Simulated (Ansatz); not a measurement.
Start from `C[O][Al]([CH3])[Cl]` and change one atom or group to get `[CH3][Al]([Cl])[BH]O`.

Ansatz, PBE0-D4/def2-TZVP geometries, multiplicity 1. Each molecule was computed in one conformer, which needn't be the lowest.

| property | `C[O][Al]([CH3])[Cl]` |
| --- | --- |
| LUMO energy (B3LYP/def2-TZVPP) / eV | -0.45 |
| HOMO–LUMO gap (PBE/def2-TZVPP) / eV | 5.76 |
| HOMO energy (PBE0/def2-TZVPP) / eV | -8.27 |
| HOMO–LUMO gap (ωB97M-V/def2-TZVPP) / eV | 12.02 |
| HOMO energy (PBE/def2-TZVPP) / eV | -6.75 |
| size of the dipole moment (ωB97M-V/def2-TZVPP) / D | 1.06 |

(1) What does the change do to each property? (Estimate.)

Answers

(1) Computed: 
| property | `[CH3][Al]([Cl])[BH]O` | shift |
| --- | --- | --- |
| LUMO energy (B3LYP/def2-TZVPP) / eV | -1.56 | -1.11 |
| HOMO–LUMO gap (PBE/def2-TZVPP) / eV | 3.60 | -2.16 |
| HOMO energy (PBE0/def2-TZVPP) / eV | -7.04 | 1.23 |
| HOMO–LUMO gap (ωB97M-V/def2-TZVPP) / eV | 9.56 | -2.46 |
| HOMO energy (PBE/def2-TZVPP) / eV | -5.84 | 0.91 |
| size of the dipole moment (ωB97M-V/def2-TZVPP) / D | 2.94 | 1.88 |

With PBE0 the HOMO rises by 1.23 eV and the LUMO falls by 1.20 eV, so the gap narrows by about 2.43 eV. PBE moves the HOMO by 0.91 eV and ωB97M-V by 1.52 eV. Dipoles are sizes alone; their direction can turn.

Positive LUMOs are unbound, so they and the gaps depend on the basis.

B3LYP here is the variant with VWN-RPA as its local correlation; programs differ in this.
